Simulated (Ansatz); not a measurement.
`[Cl][In]([Cl])[SeH]` + H₂ → `[Cl][InH][SeH]` + HCl at 600 K and 1 bar (hydrogenolysis of the In–Cl bond).

Calculated with Ansatz (gas phase, PBE0-D4/def2-TZVP geometries, no zero-point term in ΔE). CCSD(T)/CBS is the MP2 limit (def2-TZVPP, def2-QZVPP) plus CCSD(T) − MP2 in def2-TZVPP, frozen cores. This one scheme is used for every species. Elements past krypton have def2 core potentials. For In, Se outer-core shells are correlated without core-valence functions, which leaves a few kJ/mol of doubt a bond. Scalar relativity is left out up to krypton. Each species was taken in one conformer, which may not be the lowest.

| species | CCSD(T)/CBS energy (Eh) | H − E (kJ/mol) | S (J/(mol·K)) |
| --- | --- | --- | --- |
| `[Cl][In]([Cl])[SeH]` | -3510.81908 | 76.4 | 445.3 |
| H₂ | -1.17544 | 43.9 | 150.8 |
| `[Cl][InH][SeH]` | -3051.57859 | 83.3 | 401.1 |
| HCl | -460.38127 | 35.4 | 207.2 |

H − E and S are ideal-gas, rigid-rotor, harmonic terms from PBE0-D4/def2-TZVP, for one conformer and one mirror image of each species. The MP2-based limit puts H₂ 0.8 mEh under its directly extrapolated value; such offsets cancel only in part. 1 Eh = 2625.50 kJ/mol, R = 8.31446 J/(mol·K).

Q: By hand: ΔE, ΔH, ΔS and ΔG.

A: ΔE = (-3051.57859) + (-460.38127) − (-3510.81908) − (-1.17544) = 0.03466 Eh = 91.0 kJ/mol. Δ(H − E) = 83.3 + 35.4 − 76.4 − 43.9 = -1.6, so ΔH = 89.4 kJ/mol. ΔS = 401.1 + 207.2 − 445.3 − 150.8 = 12.2 J/(mol·K). ΔG = 89.4 − 600 × (12.2)/1000 = 82.1 kJ/mol.

Q: By hand: the equilibrium constant, and the temperature at which ΔG would vanish if ΔH and ΔS stayed fixed.

A: log₁₀ K = −ΔG/(RT ln 10) = -7.1. ΔG = 0 at ΔH/ΔS = 7328 K, far beyond where these terms or the molecules hold.

The number of gas molecules stays the same, so ΔS is small and ΔH decides. A doubt of 5 kJ/mol in ΔE shifts log₁₀ K by 0.4 here. Other conformers and mirror images would add mixing entropy, several J/(mol·K) or more a flexible species. These are equilibria of isolated gas molecules and say nothing of rates. Largest T1 diagnostic: 0.012 (customary marks: 0.02 for closed shells, 0.045 for open ones).
